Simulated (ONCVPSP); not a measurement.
# Mn (Z = 25) ONCV: all-electron and pseudo phase curves

ONCVPSP 4.0.1 input, shortened (lines: element, Z, core and valence counts, functional; n l f; lmax; l rc ep ncon nbas qcut; lloc lpopt rc5 dvloc0; l nproj debl; icmod fcfact rcfact), PBE, scalar-relativistic:

```
  Mn 25.00    3    5        4      upf
    1    0    2.00
    2    0    2.00
    2    1    6.00
    3    0    2.00
    3    1    6.00
    3    2    5.00
    4    0    1.00
    4    1    1.00
    2
    0    1.35    0.00    5    9   10.30
    1    1.55    0.00    4    8    8.60
    2    1.45    0.00    4    9    8.70
    4    3    1.30    0.00
    0    2    3.40
    1    2    1.70
    2    2    2.20
    3    2.25    1.55
```

The phase is arctan(r·R′/R) of the radial function R(r), unwrapped; energies in Ha, scanned from -5 to 5 Ha. A pole is an energy at which the radial function vanishes at the test radius. The pseudo phase is shifted by a multiple of π to meet the all-electron one at the reference energy, and phase errors are pseudo minus all-electron; the curves can meet again beyond the range given. Levels narrower than the energy grid can be missing from the lists of poles.

```json
{"channel": "s", "radius (bohr)": "1.37", "reference energy (Ha)": "-0.22", "poles, all-electron": "-2.50", "poles, pseudo": "-2.50", "unbroken range about the reference energy with phases within 0.05 rad": "the whole range", "phase error 1 Ha above the reference energy (rad)": "+0.000"}
{"channel": "p", "radius (bohr)": "1.57", "reference energy (Ha)": "-0.08", "poles, all-electron": "-1.67", "poles, pseudo": "-1.67", "unbroken range about the reference energy with phases within 0.05 rad": "the whole range", "phase error 1 Ha above the reference energy (rad)": "+0.000"}
{"channel": "d", "radius (bohr)": "1.47", "reference energy (Ha)": "-0.31", "poles, all-electron": "0.49", "poles, pseudo": "0.49", "unbroken range about the reference energy with phases within 0.05 rad": "the whole range", "phase error 1 Ha above the reference energy (rad)": "+0.000"}
```

Phases in the d channel:

```json
{"E (Ha)": "-4.96", "all-electron": "1.289", "pseudo": "1.289"}
{"E (Ha)": "-4.48", "all-electron": "1.268", "pseudo": "1.269"}
{"E (Ha)": "-4.00", "all-electron": "1.243", "pseudo": "1.243"}
{"E (Ha)": "-3.52", "all-electron": "1.210", "pseudo": "1.210"}
{"E (Ha)": "-3.04", "all-electron": "1.166", "pseudo": "1.166"}
{"E (Ha)": "-2.56", "all-electron": "1.101", "pseudo": "1.102"}
{"E (Ha)": "-2.08", "all-electron": "0.998", "pseudo": "0.999"}
{"E (Ha)": "-1.60", "all-electron": "0.803", "pseudo": "0.803"}
{"E (Ha)": "-1.12", "all-electron": "0.334", "pseudo": "0.335"}
{"E (Ha)": "-0.64", "all-electron": "-0.624", "pseudo": "-0.624"}
{"E (Ha)": "-0.16", "all-electron": "-1.247", "pseudo": "-1.247"}
{"E (Ha)": "0.32", "all-electron": "-1.510", "pseudo": "-1.510"}
{"E (Ha)": "0.80", "all-electron": "-1.664", "pseudo": "-1.664"}
{"E (Ha)": "1.28", "all-electron": "-1.792", "pseudo": "-1.791"}
{"E (Ha)": "1.76", "all-electron": "-1.933", "pseudo": "-1.933"}
{"E (Ha)": "2.24", "all-electron": "-2.139", "pseudo": "-2.138"}
{"E (Ha)": "2.72", "all-electron": "-2.510", "pseudo": "-2.509"}
{"E (Ha)": "3.20", "all-electron": "-3.173", "pseudo": "-3.166"}
{"E (Ha)": "3.68", "all-electron": "-3.814", "pseudo": "-3.804"}
{"E (Ha)": "4.16", "all-electron": "-4.158", "pseudo": "-4.148"}
{"E (Ha)": "4.64", "all-electron": "-4.337", "pseudo": "-4.328"}
```
